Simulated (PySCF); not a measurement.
Computed IR spectrum (relative IR intensity) of a molecule C2H6ClFSi. The structure is a stationary point at PBE0-D3(BJ)/def2-SVP. Other conformers were not sampled. Method: PySCF with PBE0-D3(BJ)/def2-SVP. Frequencies are harmonic and unscaled.

ν (cm⁻¹): 263 (w), 280 (w), 516 (m), 681 (m), 796 (w), 821 (vs), 852 (vs), 931 (vs), 1272 (m), 1274 (m), 1426 (vw), 1430 (w) (against the strongest line: vs over 80 %, s over 45 %, m over 15 %, w over 4 %, vw less)

**Question.** Which molecule gave these data?
(A) F[SiH2]CCCl
(B) F[C@@H](Cl)C[SiH3]
(C) C[Si](C)(F)Cl
(D) F[C@H]([SiH3])CCl

**Answer.** C, C[Si](C)(F)Cl
